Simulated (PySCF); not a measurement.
CH₁₂Si₅. Atoms are numbered in the order given.

```xyz
18

Si    -1.4442     2.3374     0.0000
Si    -0.0164     0.4853     0.0000
Si     2.2661     1.0122     0.0000
Si    -0.4154    -1.3491    -1.4467
C     -0.0492    -2.5484     0.0000
Si    -0.4154    -1.3491     1.4467
H     -1.2096     3.1780    -1.2118
H     -2.8642     1.8779     0.0000
H     -1.2096     3.1780     1.2118
H      2.6395     1.8002    -1.2123
H      2.6395     1.8002     1.2123
H      3.0531    -0.2586     0.0000
H      0.4343    -1.5363    -2.6609
H     -1.8509    -1.4238    -1.8529
H     -0.5969    -3.5035     0.0000
H      1.0315    -2.7739     0.0000
H     -1.8509    -1.4238     1.8529
H      0.4343    -1.5363     2.6609
```

Geometry: B3LYP-D3(BJ)/def2-SVP. This is a generated structure with no PubChem entry under its InChIKey; it may be hypothetical.

The numbers are results of PBE/pcSseg-1 (PySCF), not measurements.

GIAO shieldings, no solvent; atoms listed in one row are averaged. δ = σ(ref) − σ: ²⁹Si against TMS (σ = 335.4 ppm); ¹³C against TMS (σ = 182.0 ppm); ¹H against TMS (σ = 31.49 ppm), references at their B3LYP-D3(BJ)/def2-TZVP geometries, non-relativistic.

Computed chemical shifts:
```json
[
 {"nucleus": "²⁹Si", "atoms": "Si4, Si6", "count": "2", "δ (ppm)": "-48.2"},
 {"nucleus": "²⁹Si", "atoms": "Si1, Si3", "count": "2", "δ (ppm)": "-102.3"},
 {"nucleus": "²⁹Si", "atoms": "Si2", "count": "1", "δ (ppm)": "-124.2"},
 {"nucleus": "¹³C", "atoms": "C5", "count": "1", "δ (ppm)": "-2.3"},
 {"nucleus": "¹H", "atoms": "H13, H14, H17, H18", "count": "4", "δ (ppm)": "5.12"},
 {"nucleus": "¹H", "atoms": "H10, H11, H12", "count": "3", "δ (ppm)": "4.24"},
 {"nucleus": "¹H", "atoms": "H7, H8, H9", "count": "3", "δ (ppm)": "4.13"},
 {"nucleus": "¹H", "atoms": "H16", "count": "1", "δ (ppm)": "1.14"},
 {"nucleus": "¹H", "atoms": "H15", "count": "1", "δ (ppm)": "0.96"}
]
```
